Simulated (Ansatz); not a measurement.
Species: InH, charge 0, multiplicity 1. 
Structure (B3LYP-D3(BJ)/def2-TZVP (Ansatz, a first-principles code) minimum search):
```xyz
2

In     0.0000     0.0000    -0.0373
H      0.0000     0.0000     1.8254
```
Charge 0, spin multiplicity 1.

Basis-set convergence of Hartree-Fock and CCSD(T) correlation energies (hartree) with Ansatz. Correlated levels leave the core frozen unless marked. No spin-orbit coupling. Frozen are the shells of the preceding noble gas and the d and f shells that filled before the atom's block. In def2 rows, elements after Kr have scalar-relativistic effective core potentials.

```tsv
basis	functions	E(HF)	E(corr, CCSD(T))
def2-SVP	31	-189.77186	-0.06433
def2-TZVPP	64	-189.77733	-0.07322
def2-QZVPP	112	-189.77833	-0.07555
```

Extrapolating the two largest sets (X = 3 and 4) as X^-3: E(corr) = (64·(-0.07555) - 27·(-0.07322))/37 = -0.0773 Eh, an estimate of the basis-set limit. The largest set recovers 97.8 % of it, the smallest 83.3 %.
